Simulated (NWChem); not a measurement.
InGeH₃F₂; SMILES [F][In]([F])[GeH3]

```xyz
7

In    -0.0003     0.6763    -0.0033
F     -1.5793     1.8351     0.0041
F      1.5759     1.8387     0.0056
Ge     0.0007    -1.9055    -0.0050
H     -0.0416    -2.3768     1.4554
H     -1.2408    -2.3998    -0.7577
H      1.2828    -2.4002    -0.6856
```
Atoms are numbered in this order, from 1.

All runs: NWChem. STO-3G and 3-21G are far too small for this property and stand as cheap habits. The geometry was optimised at PBE0/def2-SVP. def2 effective core potentials on In; no spin-orbit coupling. Field at 589 nm.

For level B3LYP/def2-SVP (core potentials):

```yaml
isotropic polarisability (bohr³): 63.3
anisotropy (bohr³): 33.0
```

Estimate the same quantities for level B3LYP/STO-3G (all-electron, non-relativistic).

isotropic polarisability (bohr³): 34.9
anisotropy (bohr³): 18.2
